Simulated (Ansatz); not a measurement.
System: GeBr (charge 0, doublet). SMILES: [Ge][Br]
Geometry: optimised at B3LYP-D3(BJ)/def2-TZVP (Ansatz, a first-principles code).

Wanted: atomisation energy (electronic, to ground-state atoms), in kcal/mol. Valence correlation only, unless marked. Open shells are spin-unrestricted. No spin-orbit coupling. The frozen core is the preceding noble-gas configuration, with the filled d and f shells of earlier blocks. No relativistic terms. The coupled-cluster limit lacks core correlation, which all-electron functionals hold. Basis-set limits of correlation are two-point, X^-3; Hartree-Fock from the larger set (for Q and 5 zeta extrapolated as (X+1)exp(-9√X)).

| level | program | atomisation energy (kcal/mol) |
|---|---|---|
| HF/def2-QZVPP | Ansatz | 54.3 |

**Question.** What does CCSD(T)/CBS(cc-pVQZ,cc-pV5Z) (Ansatz) give?

**Answer.** 84.2 kcal/mol
